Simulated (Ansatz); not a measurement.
Computed with Ansatz on PBE0-D4/def2-TZVP structures; ΔE is electronic, products minus reactants. CCSD(T)/CBS is the MP2 limit (def2-TZVPP, def2-QZVPP) plus CCSD(T) − MP2 in def2-TZVPP, frozen cores. This one scheme is used for every species. Functionals use def2-TZVPP. B3LYP here is the variant with VWN-RPA as its local correlation; programs differ in this. For Ge outer-core shells are correlated without core-valence functions, which leaves a few kJ/mol of doubt a bond. Scalar relativity is left out up to krypton. Each species was taken in one conformer, which may not be the lowest.

Reaction (substitution at a C–O bond): `O[CH2][GeH3]` + `C1=CN1` → `[GeH3][CH2]N1C=C1` + H₂O

**Question.** Is it downhill or uphill in electronic energy at CCSD(T)/CBS, and by how much? (Best estimate.)

**Answer.** Ansatz gave: Downhill: ΔE = -51.4 kJ/mol.

**Question.** What do these levels give: B3LYP-D4, ωB97M-V, PBE, r2SCAN, B3LYP, HF/def2-QZVPP? (Estimate.)

**Answer.** Computed: B3LYP-D4 -42.8, ωB97M-V -42.2, PBE -38.9, r2SCAN -42.5, B3LYP -33.6, HF/def2-QZVPP -29.5 kJ/mol.

Largest T1 diagnostic among the species: 0.011.

In def2-TZVPP, CCSD(T) changes the Hartree–Fock value by −18.9 kJ/mol (the triples alone add −3.3 kJ/mol) and MP2 by −29.2 kJ/mol. The D4 term adds −9.2 kJ/mol with B3LYP and −5.3 kJ/mol with PBE0; it sums over pairs of atoms, weighted by their polarisabilities, and B3LYP, whose exchange is more repulsive, gets the larger term.
